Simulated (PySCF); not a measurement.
# Basis and Hamiltonian dependence of the excitation energy of Ru

Ru [Kr] 4d7 5s1 (5F) → Ru [Kr] 4d8 (3F). All values are computed (PySCF 2.14, energy differences of UHF-based or UKS calculations, no spin-orbit coupling). Values in eV.

| basis | Hamiltonian | functions | UHF | r2SCAN | PBE0 | MP2 (valence) | CCSD(T) (valence) | CCSD(T) (valence and next inner shell) |
| --- | --- | --- | --- | --- | --- | --- | --- | --- |
| aug-cc-pVDZ-PP with ECP28MDF | ECP | 54 | 2.280 | 1.565 | 1.318 | 1.292 | 1.406 | n/a |
| ANO-RCC-VTZP | spin-free X2C | 68 | 2.290 | 1.434 | 1.249 | 1.176 | 1.309 | 1.348 |
| aug-cc-pwCVDZ-PP with ECP28MDF | ECP | 70 | 2.285 | 1.565 | 1.316 | 1.238 | 1.368 | 1.492 |
| x2c-TZVPPall | spin-free X2C | 79 | 2.263 | 1.398 | 1.218 | 1.158 | 1.288 | 1.339 |
| aug-cc-pVTZ-PP with ECP28MDF | ECP | 88 | 2.294 | 1.579 | 1.322 | 1.149 | 1.290 | n/a |
| def2-QZVPPD with the def2 core potential (28 electrons) | ECP | 88 | 2.263 | 1.566 | 1.306 | 1.131 | 1.259 | 1.336 |
| aug-cc-pVTZ-DK | spin-free X2C | 102 | 2.268 | 1.407 | 1.223 | 1.104 | 1.254 | n/a |
| aug-cc-pVTZ-PP with one added diffuse shell each of s, p, d, f, g type with ECP28MDF | ECP | 113 | 2.294 | 1.580 | 1.322 | 1.145 | n/a | n/a |
| x2c-QZVPPall | spin-free X2C | 118 | 2.274 | 1.419 | 1.225 | 1.095 | n/a | n/a |
| aug-cc-pwCVTZ-PP with ECP28MDF | ECP | 122 | 2.298 | 1.579 | 1.323 | 1.123 | n/a | n/a |

Frozen in the all-electron rows: valence: [Kr]; valence and next inner shell: [Ar] 3d10; with a core potential, the same shells as far as they lie outside it.
